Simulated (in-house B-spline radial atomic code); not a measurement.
# Ionising the argon ion Ar⁴⁺ with different functionals

Computed with a radial B-spline atomic code at the basis-set limit: scalar-relativistic (spin-free X2C) Hamiltonian, Fermi nucleus of rms radius 3.4274 fm, spin-polarised at highest spin, spherical fractional occupations for the functionals, the average over the highest-spin determinants for Hartree-Fock. The ionisation energy is the difference of two self-consistent energies, [Ne] 3s2 3p2 → [Ne] 3s2 3p1, without Breit or QED terms; ε is the level of the shell that loses the electron (its least bound occupied spin orbital).

Hybrids are left out here: with spherical fractional occupations of an open shell their exact exchange keeps a self-interaction that integer-occupation calculations don't have.

```csv
method,rung,ΔSCF (eV),-ε(3p) (eV)
Hartree-Fock,Hartree-Fock,73.96,74.37
LDA VWN5,LDA,74.87,66.88
LDA PW92,LDA,74.86,66.87
LDA exchange-only,LDA,73.54,65.61
PBE,GGA,74.88,66.93
PBEsol,GGA,?,?
BLYP,GGA,74.73,66.71
RPBE,GGA,?,?
PW91,GGA,74.97,67.01
BP86,GGA,74.93,66.96
AM05,GGA,74.77,66.80
OLYP,GGA,75.04,67.09
TPSS,meta-GGA,75.01,67.12
SCAN,meta-GGA,75.18,67.44
r2SCAN,meta-GGA,75.13,67.40
revTPSS,meta-GGA,74.93,67.05
```

(1) What does RPBE give?

(2) What does PBEsol give?

(3) How do they compare with the NIST value?

Answers

(1) ΔSCF 74.87 eV, and -ε(3p) = 66.93 eV.

(2) ΔSCF 74.80 eV, and -ε(3p) = 66.84 eV.

(3) NIST lists 74.8 eV ± 0.17 (semi-empirical, ground level to ground level). Errors run from -1.30 to +0.34 eV; LDA PW92 is closest (+0.02 eV), though others lie within the uncertainty of it, and part of that can be cancellation, since the calculations leave out spin-orbit coupling, Breit-QED terms, multiplet and fine-structure energies. Hartree-Fock also lacks correlation.
